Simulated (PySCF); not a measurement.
Stationary points of SnCl₄

Level of theory: PBE0 in PySCF with Sn def2-TZVP with ECP28, Cl def2-TZVP; scalar-relativistic core potentials, no spin–orbit coupling; density-fitted integrals.

Relaxations began from a few typed shapes. The search is not exhaustive: other isomers or separated fragments can lie lower, and high-lying points may rest on an excited occupation.

(1) Which is the lowest minimum found?
A. singlet D4h: Sn–Cl 2.330 Å (×4); Cl–Sn–Cl 90.0° (×4), Cl–Sn–Cl 180.0° (×2)
B. singlet Td: Sn–Cl 2.289 Å (×4); Cl–Sn–Cl 109.5° (×6)

## Answers

(1) B. The others lie at 157.6 (singlet D4h, a saddle point) kJ/mol above it.

Counting electrons, tin keeps none of its valence electrons outside its bonds, so the VSEPR class is AX4 and the expected shape is tetrahedral (Td), as computed.
